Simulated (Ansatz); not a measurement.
`OCC[SiH2]O` + H₂Te → `O[SiH2]C[TeH]` + CH₃OH  (substitution at a C–C bond)

Computed with Ansatz on PBE0-D4/def2-TZVP structures; ΔE is electronic, products minus reactants. CBS: MP2 limit from def2 TZ/QZ plus the TZ coupled-cluster correction, frozen cores. This one scheme is used for every species. Functionals use def2-TZVPP. Elements past krypton have def2 core potentials. For Te outer-core shells are correlated without core-valence functions, which leaves a few kJ/mol of doubt a bond. Each species was taken in one conformer, which may not be the lowest.

| species | r2SCAN energy (Eh) |
| --- | --- |
| `OCC[SiH2]O` | -520.97027 |
| H₂Te | -269.31348 |
| `O[SiH2]C[TeH]` | -674.57597 |
| CH₃OH | -115.70575 |

Task: Work out ΔE.

Result: ΔE = (-674.57597) + (-115.70575) − (-520.97027) − (-269.31348) = 0.00203 Eh = +0.06 eV. CCSD(T)/CBS gives -0.03 eV.

Largest T1 diagnostic among the species: 0.011.

In def2-TZVPP, CCSD(T) changes the Hartree–Fock value by −0.07 eV (the triples alone add −0.02 eV) and MP2 by −0.14 eV.
